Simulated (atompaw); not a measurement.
# u(r) = r·R(r): atom against pseudo-atom (nitrogen (N))

Columns: radius, all-electron u(r) and pseudo u(r) of the 2s shell (level -18.91 eV) of nitrogen in the configuration [He] 2s1 2p4; PBEsol, scalar-relativistic, PAW (atompaw) scheme, atompaw 4.2.0.5.

```json
{"r (bohr)": "0.087", "all-electron": "-0.3698", "pseudo": "0.1041"}
{"r (bohr)": "0.173", "all-electron": "-0.3412", "pseudo": "0.2051"}
{"r (bohr)": "0.260", "all-electron": "-0.1552", "pseudo": "0.3036"}
{"r (bohr)": "0.346", "all-electron": "0.0717", "pseudo": "0.3955"}
{"r (bohr)": "0.433", "all-electron": "0.2919", "pseudo": "0.4814"}
{"r (bohr)": "0.519", "all-electron": "0.4787", "pseudo": "0.5580"}
{"r (bohr)": "0.606", "all-electron": "0.6295", "pseudo": "0.6259"}
{"r (bohr)": "0.692", "all-electron": "0.7408", "pseudo": "0.6828"}
{"r (bohr)": "0.779", "all-electron": "0.8186", "pseudo": "0.7293"}
{"r (bohr)": "0.865", "all-electron": "0.8661", "pseudo": "0.7641"}
{"r (bohr)": "0.952", "all-electron": "0.8896", "pseudo": "0.7882"}
{"r (bohr)": "1.038", "all-electron": "0.8936", "pseudo": "0.8012"}
{"r (bohr)": "1.125", "all-electron": "0.8825", "pseudo": "0.8040"}
{"r (bohr)": "1.212", "all-electron": "0.8600", "pseudo": "0.7972"}
{"r (bohr)": "1.298", "all-electron": "0.8296", "pseudo": "0.7821"}
{"r (bohr)": "1.385", "all-electron": "0.7931", "pseudo": "0.7595"}
{"r (bohr)": "1.471", "all-electron": "0.7534", "pseudo": "0.7311"}
{"r (bohr)": "1.558", "all-electron": "0.7111", "pseudo": "0.6976"}
{"r (bohr)": "1.644", "all-electron": "0.6684", "pseudo": "0.6611"}
{"r (bohr)": "1.731", "all-electron": "0.6253", "pseudo": "0.6219"}
{"r (bohr)": "1.817", "all-electron": "0.5832", "pseudo": "0.5821"}
{"r (bohr)": "1.904", "all-electron": "0.5420", "pseudo": "0.5419"}
{"r (bohr)": "1.990", "all-electron": "0.5027", "pseudo": "0.5029"}
{"r (bohr)": "2.077", "all-electron": "0.4648", "pseudo": "0.4649"}
{"r (bohr)": "2.163", "all-electron": "0.4292", "pseudo": "0.4293"}
{"r (bohr)": "2.250", "all-electron": "0.3953", "pseudo": "0.3953"}
```

Task: How many radial nodes do the two functions have?

Result: The all-electron 2s function has n − l − 1 = 1; the pseudo-wave has 0, since the states of the same l below it are removed with the core.

Task: Where does each function peak?

Result: Outermost all-electron maximum near 1.04 bohr, pseudo maximum near 1.12 bohr (to the table’s step).

Task: Is the pseudo-wave norm-conserving?

Result: No, it belongs to a PAW set: the norm inside the radius is not constrained, and the difference is carried by the augmentation charge.
